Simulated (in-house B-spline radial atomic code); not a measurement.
**RPA and G0W0 on SCAN: the aluminium ion Al²⁺**

Configuration [Ne] 3s1, highest spin, mean-field start SCAN. Computed with an all-electron radial atomic-structure program (B-spline basis): all electrons, non-relativistic, point nucleus, each spin shell either full or empty, empty states to l = 9 with an (l + 1/2)⁻⁴ tail; G0W0 by contour deformation at full frequency.

RPA overbinds a lone outer s electron by self-correlation, and G0W0 tends to as well.

Command:
```bash
python run_gw.py task.json out
```
Settings (radii: box in bohr, nucleus in fm):
```
Z                        13
electrons                11
configuration            [Ne] 3s1
hamiltonian              nr
method                   scan,scan
lmax                     9
spin_polarised           True
box_radius               17.55
intervals                48
ion_configuration        [He] 2s2 2p6
```

Run time, properties included: 1.9 s on 1 thread of Arm Neoverse V1, with other jobs on the host.

Energies (hartree):

```tsv
term	value
mean-field total	-241.47154
Hartree-Fock functional on these orbitals	-241.02598
direct second order	-0.71792
second-order exchange	0.26903
SOSEX correction	0.24375
```

Question: What is the RPA correlation energy, and what remains with SOSEX?

Answer: RPA gives -0.6341 hartree (-1.57 eV per electron); RPA + SOSEX gives -0.39035, and the second-order doubles -0.44889 hartree (no singles). RPA lacks exchange-type terms and so overcorrelates at short range.

Quasi-particle levels (eV):

```json
{"level": "3s up", "occupied": "yes", "mean field": "-24.682", "Σx - vxc": "-3.41", "Σc": "?", "QP weight": "?", "G0W0": "?"}
{"level": "3s down", "occupied": "no", "mean field": "-20.830", "Σx - vxc": "3.66", "Σc": "-1.76", "QP weight": "0.923", "G0W0": "-18.932"}
```

G0W0 = mean field + (Σx - vxc) + Σc, with Σc (partial-wave tail included) taken at the quasi-particle energy. Only the outer levels were computed. Levels of low weight are left out.

Question: Where does G0W0 put 3s up?

Answer: At -29.155 eV, with Σc = -1.07 eV and a quasi-particle weight of 0.952. The tabulated removal energy is 28.448 eV (NIST, measured); the calculation leaves out relativity, Breit and QED terms, and what these don't explain is the method's own error.

Question: What does it cost to remove one electron (to [He] 2s2 2p6) by differences of total energies, each species on its own start (correlation terms add to the Hartree-Fock functional)?

Answer: SCAN 28.437 eV, Hartree-Fock functional 28.011 eV, + RPA 29.034 eV, + RPA + SOSEX 28.344 eV, + second order 28.461 eV. Tabulated: 28.448 eV (NIST, measured); the calculation leaves out relativity, Breit and QED terms, and what these don't explain is the method's own error.
